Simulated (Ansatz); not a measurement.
Relaxation of C₂H₆OSi (10 atoms, charge 0, multiplicity 1), to a largest force component of 0.015 eV/Å in at most 40 steps.

Computed with RKS PBE-D4/def2-SVP (Ansatz 0.2.0).

```xyz
10
Properties=species:S:1:pos:R:3:forces:R:3
O -1.257 0.735 -1.626 -0.97 0.48 -0.94
Si -0.926 0.275 -0.100 1.69 -0.66 0.81
C 0.385 -1.006 0.303 -0.57 0.56 -0.09
C 0.783 0.454 0.656 -0.75 -0.12 -0.25
H -0.590 0.726 -2.308 0.63 -0.03 -0.56
H -2.172 0.445 0.601 -0.73 0.04 0.67
H 0.975 -1.475 -0.475 0.32 -0.34 -0.65
H 0.279 -1.669 1.150 -0.18 -0.57 0.65
H 0.911 0.652 1.710 0.04 0.24 0.84
H 1.611 0.862 0.089 0.51 0.38 -0.48
```

Problem. Where does it end, and by what steps?

Solution. It converged. After 4 steps the energy has fallen by 0.144 eV; H6 moved furthest, 0.10 Å.

```
step  energy less start (eV)  largest force component (eV/Å)  accepted
   0                  0.0000                           1.694       yes
   1                 -0.1147                           0.716       yes
   2                 -0.1370                           0.229       yes
   3                 -0.1410                           0.319       yes
   4                 -0.1440                           0.013       yes
```

```xyz
10
Properties=species:S:1:pos:R:3
O -1.283 0.754 -1.674
Si -0.893 0.270 -0.115
C 0.382 -1.017 0.302
C 0.785 0.465 0.661
H -0.562 0.721 -2.326
H -2.137 0.414 0.690
H 0.980 -1.492 -0.497
H 0.221 -1.710 1.148
H 0.881 0.712 1.734
H 1.626 0.882 0.077
```

Run time: 28 s on 1 thread of Arm Neoverse N1, on a shared host, peak memory 0.13 GiB.
